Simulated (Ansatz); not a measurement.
```yaml
crystal:
  periodic: [false, false, false]
  atoms:
    - {symbol: O, position_ang: [1.947625, 1.760110, 0.769866]}
    - {symbol: S, position_ang: [1.186133, 0.501652, 0.616593]}
    - {symbol: O, position_ang: [0.694550, -0.207031, 1.820911]}
    - {symbol: N, position_ang: [0.135355, 0.694758, -0.616044]}
    - {symbol: S, position_ang: [-1.148080, -0.294379, -0.802277]}
    - {symbol: O, position_ang: [-1.056330, -1.643938, -0.198346]}
    - {symbol: O, position_ang: [-1.640777, -0.147289, -2.189129]}
    - {symbol: C, position_ang: [-2.473913, 0.583512, 0.227851]}
    - {symbol: F, position_ang: [-2.081623, 0.755326, 1.500786]}
    - {symbol: F, position_ang: [-3.607064, -0.153975, 0.230903]}
    - {symbol: F, position_ang: [-2.767485, 1.792393, -0.290728]}
    - {symbol: C, position_ang: [2.455270, -0.688390, -0.133211]}
    - {symbol: F, position_ang: [3.381698, -1.007998, 0.798365]}
    - {symbol: F, position_ang: [1.880695, -1.824543, -0.560476]}
    - {symbol: F, position_ang: [3.093946, -0.120209, -1.175047]}
basis:
  gaussian: {orbitals: def2-TZVPD, initial_orbitals: start.molden}
total_charge: -1
hamiltonian: {xc: pbe0, dispersion: d4}
scf: {omitted_lower_state_checks: [starts]}
output: {forces: true, orbitals: {seedname: orbitals}}
```

The file start.molden holds the orbitals of an earlier run on this structure, at another level or in another basis.

```sh
$ ansatz run in.yaml --threads 4 --pin off --events-out ev --progress --plain --max-ram 6963MiB
```

Question: Does this run fit into the memory that it is given?

Answer: No. It has 603 basis functions, and Ansatz plans for 9 GiB where 7 GiB are given.
